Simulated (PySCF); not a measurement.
All values below come from PBE-D3(BJ)/def2-TZVP // PBE-D3(BJ)/def2-SVP (PySCF). Isolated molecules, 0 K electronic values unless said otherwise. Excitations are Tamm–Dancoff values on a coarser integration grid. The basis has no diffuse functions, so Rydberg states are missing or too high.

Reference species (SMILES): `c12sc(cc1ccc(c2)[SiH3])C#C` (neutral, multiplicity 1).

| Property | Value |
|---|---|
| HOMO–LUMO gap | 3.05 eV |
| brightest of the four lowest singlets (TDA) | 4.11 eV |

Changed species: `c1c(C#C)cc(c2c1scc2)[SiH3]`.

### Question
Predict the effect on the HOMO–LUMO gap and brightest of the four lowest singlets (TDA).

### Answer
the HOMO–LUMO gap goes up by 0.07 eV, to 3.12 eV; the brightest of the four lowest singlets (TDA) rises by 0.41 eV, to 4.52 eV.
